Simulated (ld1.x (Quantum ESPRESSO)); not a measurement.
**Gd: excitation energies, all-electron against PAW**

```
Element                 : gadolinium (Gd)
Generator               : ld1.x (Quantum ESPRESSO) 7.5
Type                    : PAW
Functional              : PBE
Relativity              : scalar-relativistic
Frozen core             : [Kr]
Valence charge          : 28
Reference configuration : 4d10 4f7 5s2 5p6 5d1 6s2 6p0
Partial waves           : 5s (bound): rcut 1.70, rcutus 2.05 bohr; 6s (bound): rcut 1.70, rcutus 2.05 bohr; 5p (bound): rcut 2.05, rcutus 2.15 bohr; 6p (bound, empty): rcut 2.05, rcutus 2.15 bohr; 4d (bound): rcut 0.85, rcutus 1.05 bohr; 5d (bound): rcut 0.85, rcutus 1.05 bohr; 4f (bound): rcut 1.10, rcutus 1.30 bohr; 4f channel at 4.75 Ry: rcut 1.10, rcutus 1.30 bohr
Local potential         : all-electron potential smoothed inside 1.00 bohr (lloc = -1)
Core correction         : Bessel-smoothed model core inside 0.90 bohr
Augmentation charge     : PSQ, radius 0.95 bohr
```

Energies are relative to the spin-unpolarised reference configuration 4d10 4f7 5s2 5p6 5d1 6s2 6p0; without spin polarisation the order of configurations can differ from experiment. Not all tests gave a result: test run stopped at test 6 of 7 (negative rho).

Its overlap operator is not positive definite in a basis up to 400 Ry (lowest eigenvalue s -0.06, p -0.06), so the file is unfit for use: the generalised eigenproblem breaks down once the basis is large enough, and its test numbers describe a broken file.

```
       valence configuration  charge  ΔE all-electron (eV)  error AE − PS (meV)
4d10 4f7 5s2 5p6 5d1 6s1 6p0      +1                 6.645                 -2.2
4d10 4f7 5s2 5p6 5d1 6s0 6p0      +2                18.745                 -6.5
4d10 4f7 5s2 5p6 5d0 6s0 6p0      +3                38.580                 -9.3
4d10 4f7 5s2 5p6 5d2 6s0 6p0      +1                 7.756                  -12
4d10 4f7 5s2 5p6 5d1 6s0 6p1      +1                10.220                 -3.3
```

Levels in the configuration 4d10 4f7 5s2 5p6 5d1 6s0 6p0:

```csv
level,all-electron (eV),pseudo (eV)
4d,-161.504,-161.606
4f,-22.465,-22.511
5s,-63.517,-63.527
5p,-40.983,-40.990
5d,-15.178,-15.173
```

The ghost test of this file was not conclusive.
